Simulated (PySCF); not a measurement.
## C₆ coefficients of unlike pairs at PBE0

Calculated with PySCF 2.14 from the dipole response of each species, C₆(A,B) = (3/π) ∫ α_A(iu) α_B(iu) du, in atomic units, from isotropic polarisabilities. For ions this is the dispersion term alone; charge-induced terms of lower order in 1/R come first.

| species | configuration | basis | relativity | α (bohr³) | C₆ (like pair) |
| --- | --- | --- | --- | --- | --- |
| Co⁺ | [Ar] 3d8 (3F) | aug-cc-pwCVTZ (10s9p7d4f3g) | none | 8.229 | 27.61 |
| Cl | [Ne] 3s2 3p5 (2P) | aug-cc-pV(T+d)Z with one added diffuse shell each of s, p, d, f type (7s6p5d3f) | none | 15.04 | 94.96 |
| Br²⁺ | [Ar] 3d10 4s2 4p3 (4S) | def2-QZVPPD (12s8p5d4f1g) | none | 8.424 | 40.93 |
| O⁺ | [He] 2s2 2p3 (4S) | dyall-av2z (11s7p2d) | none | 2.586 | 5.041 |

Estimate C₆ for Br²⁺ with Co⁺.

The integral gives 33.30. The combination rule 2 C_A C_B / (C_A α_B/α_A + C_B α_A/α_B) gives 33.12 and the geometric mean 33.62.

No spin-orbit coupling is included.

The other pairs:

```
    pair     C₆
O⁺, Br²⁺  14.19
 O⁺, Co⁺  11.61
Br²⁺, Cl  61.66
  O⁺, Cl  20.94
 Cl, Co⁺  50.27
```
